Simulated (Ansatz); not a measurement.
Ansatz results at the PBE0-D4/def2-TZVP geometry: size of the dipole moment (B3LYP/def2-TZVPP) 1.53 D; HOMO energy (PBE0/def2-TZVPP) -8.20 eV; HOMO energy (ωB97M-V/def2-TZVPP) -10.64 eV.

Each molecule was computed in one conformer, which needn't be the lowest.

Problem. Which molecule gave them?
A. `[GeH3][Br]`
B. `C[O][Ge]([CH3])([F])[SH]`
C. `N#[C][Ge]([F])([F])[C]#N`
D. `C[O][GeH]([OH])[OH]`

Solution. D. The others give `N#[C][Ge]([F])([F])[C]#N`: 0.93, -11.24, -13.59; `C[O][Ge]([CH3])([F])[SH]`: 0.93, -7.74, -9.98; `[GeH3][Br]`: 1.88, -8.26, -10.47.

B3LYP here is the variant with VWN-RPA as its local correlation; programs differ in this.
